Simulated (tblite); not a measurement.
Compound: C7H16Si.
SMILES with atom numbers: `[CH3:1][CH:2]([CH3:3])[C@@H:4]([CH3:5])[C@@H:6]1[CH2:7][SiH2:8]1` (hydrogens: H9, H10, H11 on C1; H12 on C2; H13, H14, H15 on C3; H16 on C4; H17, H18, H19 on C5; H20 on C6; H21, H22 on C7; H23, H24 on Si8)

A start from a force field or distance geometry was refined with GFN2-xTB geometry optimisation, gas phase (tblite). Values at the start:

```
  coordinate    start
       C1–C2  1.534 Å
       C1–H9  1.092 Å
       C2–C3  1.519 Å
       C2–C4  1.563 Å
      C2–H12  1.088 Å
      C3–H13  1.090 Å
       C4–C5  1.551 Å
       C4–C6  1.517 Å
      C4–H16  1.088 Å
      C5–H17  1.097 Å
       C6–C7  1.503 Å
      C6–H20  1.080 Å
      C7–Si8  1.822 Å
      C7–H22  1.084 Å
     Si8–H23  1.475 Å
     Si8–H24  1.479 Å
    C2–C4–C5   113.1°
    C2–C4–C6   111.8°
    C3–C2–C4   110.7°
    C4–C6–C7   119.7°
   C4–C6–Si8   119.5°
    C5–C4–C6   108.6°
   C6–C7–Si8    68.4°
   C7–C6–Si8    63.8°
 C2–C4–C6–C7     157°
C4–C6–C7–Si8    -111°
C4–C6–Si8–C7     111°
```

How do these coordinates change at the GFN2-xTB level?

```csv
coordinate,GFN2-xTB (Å or °),change
C7–Si8,1.881,+0.059
C6–C7,1.536,+0.033
Si8–H24,1.452,-0.027
Si8–H23,1.451,-0.024
C4–C5,1.529,-0.022
C2–C4,1.542,-0.021
C2–H12,1.098,+0.010
C2–C3,1.528,+0.009
C4–H16,1.097,+0.009
C5–H17,1.088,-0.009
C1–C2,1.527,-0.007
C1–H9,1.087,-0.005
C6–H20,1.085,+0.005
C7–H22,1.082,-0.002
C3–H13,1.088,-0.002
C4–C6,1.515,-0.002
C4–C6–Si8,122.0,+2.5
C6–C7–Si8,66.1,-2.3
C4–C6–C7,117.5,-2.2
C7–C6–Si8,65.8,+2.0
C5–C4–C6,109.6,+1.0
C3–C2–C4,111.5,+0.8
C2–C4–C5,113.6,+0.5
C2–C4–C6,111.4,-0.4
C4–C6–C7–Si8,-115,-4
C4–C6–Si8–C7,108,-3
C2–C4–C6–C7,156,-1
```

The energy falls by 30.4 kJ/mol over 50 L-BFGS steps, the largest force on an atom goes from 2.41 to 0.010 eV/Å, and the atoms move by 0.106 Å rms after alignment. The bond that changes most is C7–Si8 (sp3 carbon bound to silicon to SiH2 silicon), which lengthens by 0.059 Å. Bonds longer at the end by more than 0.005 Å: 6 of 24; shorter: 12. Among the dihedrals that turn most is H22–C7–Si8–H24, from -25° to -3°. Rotational constants go from 2594, 1004, 896.7 to 2582, 1009, 895.1 MHz.

The run took 0.45 s of wall time on an Arm Neoverse V1 with one thread, no GPU, shared host with 32 logical CPUs at a one-minute load of 9.2.

Its GFN2-xTB frequencies are all real (lowest 42 cm⁻¹). The numbers are those of one conformer. 3 starts were optimised and ended at 0.00, 2.00 and 4.12 kcal/mol (GFN2-xTB); the lowest of these is shown.

The numbers are calculated, not measured.
